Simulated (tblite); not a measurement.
Input of a run (GFN2-xTB geometry optimisation, gas phase (tblite 0.8.0)), started from a force field or distance geometry:
```
{"job": {"kind": "relax", "xc": "GFN2-xTB", "basis": "xTB"}, "charge": 0, "multiplicity": 1}
C     -2.068100     1.147500     0.848700
O     -0.929600     0.336300     0.675200
C     -1.012400    -0.501700    -0.481300
Si     0.467000    -1.568100    -0.879000
S      2.123200    -0.417500    -1.569700
Si     2.555500     0.530400     0.285200
H     -2.972000     0.535400     0.957000
H     -1.941500     1.751300     1.761100
H     -2.183400     1.825400    -0.000500
H     -1.890900    -1.160600    -0.353100
H     -1.219200     0.139200    -1.355900
H      0.104100    -2.518600    -1.961600
H      0.881200    -2.395700     0.304600
H      2.539800    -0.454800     1.394300
H      1.613100     1.660400     0.511800
H      3.925600     1.100200     0.210900
```

Output (eV, eV/Å):
```
step      E/eV     max force
  0    -549.22981    1.479
  1    -549.31301    0.751
  2    -549.33887    0.325
  3    -549.34625    0.343
  4    -549.36110    0.268
  5    -549.37322    0.305
  6    -549.38396    0.263
  7    -549.38985    0.210
  8    -549.39438    0.188
  9    -549.39823    0.170
 10    -549.40196    0.196
 11    -549.40618    0.185
 12    -549.41160    0.253
 13    -549.41802    0.263
 14    -549.42429    0.176
 15    -549.42874    0.123
 16    -549.43147    0.135
 17    -549.43447    0.227
 18    -549.43837    0.247
 19    -549.44197    0.167
 20    -549.44450    0.086
 21    -549.44620    0.123
 22    -549.44759    0.120
 23    -549.44886    0.086
 24    -549.44982    0.061
 25    -549.45050    0.071
 26    -549.45117    0.095
 27    -549.45186    0.085
 28    -549.45238    0.054
 29    -549.45270    0.049
 30    -549.45294    0.046
 31    -549.45317    0.050
 32    -549.45341    0.044
 33    -549.45364    0.043
 34    -549.45390    0.047
 35    -549.45430    0.061
 36    -549.45490    0.080
 37    -549.45561    0.090
 38    -549.45624    0.072
 39    -549.45672    0.052
 40    -549.45720    0.079
 41    -549.45798    0.123
 42    -549.45931    0.155
 43    -549.46134    0.149
 44    -549.46368    0.108
 45    -549.46566    0.107
 46    -549.46715    0.117
 47    -549.46854    0.124
 48    -549.47040    0.128
 49    -549.47275    0.125
 50    -549.47493    0.103
 51    -549.47624    0.072
 52    -549.47698    0.060
 53    -549.47766    0.071
 54    -549.47866    0.097
 55    -549.47990    0.100
 56    -549.48113    0.115
 57    -549.48251    0.102
 58    -549.48456    0.108
 59    -549.48775    0.160
 60    -549.49177    0.194
 61    -549.49550    0.150
 62    -549.49841    0.127
 63    -549.50116    0.141
 64    -549.50410    0.212
 65    -549.50668    0.307
 66    -549.51103    0.157
 67    -549.51371    0.076
 68    -549.51487    0.097
 69    -549.51638    0.116
 70    -549.51833    0.082
 71    -549.51966    0.068
 72    -549.52025    0.054
 73    -549.52071    0.048
 74    -549.52117    0.044
 75    -549.52172    0.047
 76    -549.52244    0.059
 77    -549.52327    0.075
 78    -549.52409    0.061
 79    -549.52471    0.059
 80    -549.52516    0.050
 81    -549.52554    0.055
 82    -549.52586    0.047
 83    -549.52610    0.029
 84    -549.52632    0.029
 85    -549.52653    0.041
 86    -549.52675    0.043
 87    -549.52694    0.034
 88    -549.52711    0.031
 89    -549.52726    0.031
 90    -549.52741    0.035
 91    -549.52753    0.027
 92    -549.52762    0.029
 93    -549.52771    0.025
 94    -549.52780    0.023
 95    -549.52787    0.021
 96    -549.52793    0.016
 97    -549.52798    0.017
 98    -549.52802    0.015
 99    -549.52808    0.017
100    -549.52816    0.022
101    -549.52824    0.019
102    -549.52829    0.015
103    -549.52831    0.014
104    -549.52833    0.015
105    -549.52837    0.018
106    -549.52845    0.026
107    -549.52857    0.037
108    -549.52873    0.035
109    -549.52883    0.019
110    -549.52886    0.017
111    -549.52888    0.014
112    -549.52890    0.011
113    -549.52893    0.013
114    -549.52896    0.010
```

Summarise the run.

The energy falls by 6.9 kcal/mol over 114 L-BFGS steps, the largest force on an atom goes from 1.48 to 0.010 eV/Å, and the atoms move by 0.582 Å rms after alignment. Among the bonds, S5–Si6 and Si4–H13 change most and about equally (-0.043 to +0.043 Å). Bonds longer at the end by more than 0.005 Å: 2 of 15; shorter: 11. Among the angles that change most is O2–C3–Si4, from 117.5° to 105.3°. Among the dihedrals that turn most is H12–Si4–S5–Si6, from -171° to 154°. The energy never rose by more than 1e-5 eV on the way. The first step brought 28 % of the lowering.

What are the final bond lengths?

C1–O2 1.404 Å, O2–C3 1.414 Å, C3–Si4 1.906 Å, Si4–S5 2.124 Å, S5–Si6 2.170 Å, C1–H7 1.096 Å, C1–H8 1.088 Å, C1–H9 1.097 Å, C3–H10 1.097 Å, C3–H11 1.098 Å, Si4–H12 1.456 Å, Si4–H13 1.459 Å, Si6–H14 1.451 Å, Si6–H15 1.455 Å, Si6–H16 1.459 Å. Numbering counts from 1 in the input's order; the species is `COC[SiH2]S[SiH3]`.

The run took 1.0 s wall on Intel Xeon at 2.60 GHz, one thread, no GPU (shared host).

Its GFN2-xTB frequencies are all real (lowest 35 cm⁻¹). The numbers are those of one conformer. 3 starts were optimised and ended at 0.00, 2.67 and 3.21 kcal/mol (GFN2-xTB); the lowest of these is shown.

These are computed values.
